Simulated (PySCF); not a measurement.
Al(H)3 cation (AlH₃), SMILES [AlH3] (connectivity only; charge and spin as stated), charge +1, multiplicity 2.

Coordinates come from a PBE0-D3(BJ)/def2-TZVPD optimisation. The spin state was assumed, not searched. The isomer is the one that the SMILES or the coordinates give; other isomers of the formula were not compared.

Level of theory: TDA-CAM-B3LYP/def2-TZVPD run with PySCF.

Vertical excitations. The molecule is in vacuum.

| state | energy (eV) | λ (nm) | f | main pairs |
|---|---|---|---|---|
| root 1 | 3.82 | 325 | 0.024 | β HOMO→LUMO 95 % |
| root 2 | 5.24 | 236 | 0.000 | α HOMO→LUMO 99 % |
| root 3 | 6.04 | 205 | 0.000 | α HOMO−1→LUMO 22 %, β HOMO→LUMO+1 75 % |
| root 4 | 6.24 | 199 | 0.046 | α HOMO→LUMO+1 46 %, β HOMO−1→LUMO 43 % |
| root 5 | 6.65 | 186 | 0.000 | α HOMO−1→LUMO+1 45 %, β HOMO→LUMO+2 50 % |
| root 6 | 6.80 | 182 | 0.014 | α HOMO−1→LUMO 74 %, β HOMO→LUMO+1 23 % |
| root 7 | 6.80 | 182 | 0.067 | α HOMO→LUMO+1 48 %, β HOMO−1→LUMO 45 % |
| root 8 | 7.73 | 160 | 0.012 | α HOMO→LUMO+2 79 %, β HOMO−1→LUMO+2 7 % |
| root 9 | 8.40 | 148 | 0.020 | α HOMO−1→LUMO+2 50 %, β HOMO→LUMO+3 38 %, β HOMO−1→LUMO 7 % |
| root 10 | 8.76 | 142 | 0.041 | α HOMO−2→LUMO 16 %, β HOMO−1→LUMO+1 73 % |
Unrestricted roots are not spin-pure.
